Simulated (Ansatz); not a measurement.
`C[SiH](O)[GaH2]` + H₂O → `[OH][GaH2]` + `C[SiH2]O`  (formal hydrolysis of a Ga–Si bond)

Gas-phase electronic energies from Ansatz, PBE0-D4/def2-TZVP geometries. CCSD(T)/CBS is the MP2 limit (def2-TZVPP, def2-QZVPP) plus CCSD(T) − MP2 in def2-TZVPP, frozen cores. This one scheme is used for every species. Functionals use def2-TZVPP. B3LYP here is the variant with VWN-RPA as its local correlation; programs differ in this. For Ga outer-core shells are correlated without core-valence functions, which leaves a few kJ/mol of doubt a bond. Scalar relativity is left out up to krypton. One conformer a species, not always the lowest.

`C[SiH](O)[GaH2]`:

Cartesian coordinates in Å:
```
C 0.180 0.983 1.286
Si -0.572 -0.017 -0.106
O -1.111 -1.499 0.425
Ga 1.001 -0.628 -1.847
H 0.524 1.952 0.912
H -0.551 1.176 2.077
H 1.036 0.467 1.727
H -1.729 0.775 -0.634
H -1.858 -1.510 1.025
H 2.527 -0.860 -1.522
H 0.555 -0.839 -3.343
```

H₂O:

```xyz
3

O    -0.257   -0.271   -0.110
H     0.396    0.170   -0.657
H    -0.139    0.101    0.767
```

`[OH][GaH2]`:

Z-matrix (Å, degrees):
```
Ga
O 1 1.788
H 1 1.565 2 117.5
H 1 1.556 2 113.8 3 180.0
H 2 0.959 1 114.1 3 0.0
```

`C[SiH2]O`:

Z-matrix (Å, degrees):
```
C
Si 1 1.863
H 1 1.093 2 111.0
H 1 1.094 2 110.2 3 119.8
H 1 1.093 2 111.5 3 -120.7
O 2 1.652 1 112.6 3 57.7
H 2 1.492 1 108.9 3 -179.5
H 2 1.483 1 110.6 3 -59.4
H 6 0.957 2 117.7 1 68.6
```

```csv
level,ΔE (kJ/mol)
BHLYP-D4,-68.9
ωB97X-V,-72.1
r2SCAN,-73.7
B3LYP,-75.0
```

Task: What does CCSD(T)/CBS give? (An estimate is asked.)

Result: Ansatz gave: -67.5 kJ/mol. The listed levels differ from it by -1.4, -4.6, -6.2, -7.5 kJ/mol.

Largest T1 diagnostic among the species: 0.015.

At CCSD(T), def2-SVP lies −18.3 kJ/mol from the extrapolated value and def2-TZVPP −4.7 kJ/mol. Leaving LDA and LC-ωPBE aside and taking each functional with its dispersion term where it has one, the values, not all of them listed here, spread over 22.0 kJ/mol, from B2PLYP to revPBE-D4. The D4 term adds +7.4 kJ/mol with B3LYP and +4.3 kJ/mol with PBE0; it sums over pairs of atoms, weighted by their polarisabilities, and B3LYP, whose exchange is more repulsive, gets the larger term.
